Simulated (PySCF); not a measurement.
Isomers of C5H14Si2. Method: PBE0-D3(BJ)/def2-SVP geometry optimisation, gas phase in PySCF 2.14.0. One conformer each; no zero-point energy, no entropy. No frequencies were run at this level. Point groups hold within 0.08 Å.

Question: Rank from lowest to highest electronic energy at this level (kcal/mol).
A. `[SiH3:1][SiH2:2][CH:3]1[CH2:4][CH2:5][CH2:6][CH2:7]1` with Si1–Si2–C3–C4 66°, Si2–C3–C4–C5 -160°, C3–C4–C5–C6 12°, C4–C5–C6–C7 14°, C5–C6–C7–C3 -35°
B. `[CH3:1][CH2:2][CH2:3]/[C:4]([SiH3:5])=[CH:6]\[SiH3:7]` with C1–C2–C3–C4 -62°, C2–C3–C4–Si5 -57°
C. `[CH3:1][CH:2]([CH3:3])[SiH:4]1[CH2:5][SiH2:6][CH2:7]1` with C1–C2–Si4–C5 -175°, C2–Si4–C5–Si6 106°, Si4–C5–Si6–C7 9°, C5–Si6–C7–Si4 -9°, C2–Si4–C7–Si6 -107°

Answer: C (0.0), A (10.4), B (32.4).

As drawn, the lowest has a four-membered ring, which the highest lacks; the highest has a C=C bond outside aromatic rings, which the lowest lacks.

```csv
SMILES,E (Eh),E rel (kcal/mol),dipole (D),point group,"A, B, C (MHz)"
CC(C)[SiH]1C[SiH2]C1,-777.16458,0.0,0.68,C1,"3012, 1134, 1090"
[SiH3][SiH2]C1CCCC1,-777.14805,10.4,1.19,C1,"3019, 926.9, 889.9"
CCC/C([SiH3])=C\[SiH3],-777.11299,32.4,0.74,C1,"1820, 1171, 820.8"
```
